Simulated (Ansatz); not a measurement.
Input file for Ansatz (a first-principles code): R-PBE0/def2-TZVPPD on HF (SMILES F) with ghost functions. Files ending in .json are basis or fitting sets from the Basis Set Exchange.

Ansatz 0.2 input:
```yaml
crystal:
  periodic: [false, false, false]
  atoms:
    - {symbol: F, position_ang: [-0.32197108, 1.22989124, 0.10261259]}
    - {symbol: H, position_ang: [-0.03851373, 0.65189799, 0.78659770]}
basis:
  gaussian:
    orbitals: def2-TZVPPD.json
    ghost_atoms:
      - {symbol: S, position_ang: [0.43578294, -0.71388923, 2.49962023]}
      - {symbol: H, position_ang: [-0.14233168, 0.09073448, 3.40722642]}
      - {symbol: H, position_ang: [-0.68307724, -1.43966960, 2.33598300]}
hamiltonian:
  xc: {name: PBE0}
scf: {lower_state_search: off}
```

Output:

```
WARN ansatz: RAYON_NUM_THREADS=2 ignored (pool sized by the plan → 2); use --threads N
Functional definition: PBE0
these checks for a lower state are left out or cut short: stability, starts, cluster_reference, orbital_swaps, neighbouring_geometries, increment
integrals: 0.04 GiB planned
675 factors; their error is unknown
mean field: 0.39 GiB planned
mean field evaluation 1: about -2730.5140 eV, gradient 3.1e1 eV
mean field evaluation 2: about -2728.6917 eV, gradient 4.9e1 eV
mean field evaluation 4: about -2731.9008 eV, gradient 1.5e-1 eV
mean field evaluation 8: about -2731.9096 eV, gradient 9.6e-3 eV
mean field -2731.90963988 eV, -100.3958275106 hartree, gradient 6.0e-6 eV, S^2 0.000000; 0 other end points of the search recorded, 0 dependent functions left out
reference -2731.90966690 eV, -100.3958285038 hartree; 5, 5 occupied and 137, 137 virtual orbitals, 675 factors
Total energy: -2731.90966690 eV, -100.3958285038 hartree
Checks for a lower state left out: stability, starts, cluster_reference, orbital_swaps, neighbouring_geometries, increment
```

The run converged.

Cost: around 1.5 core-seconds (rough).
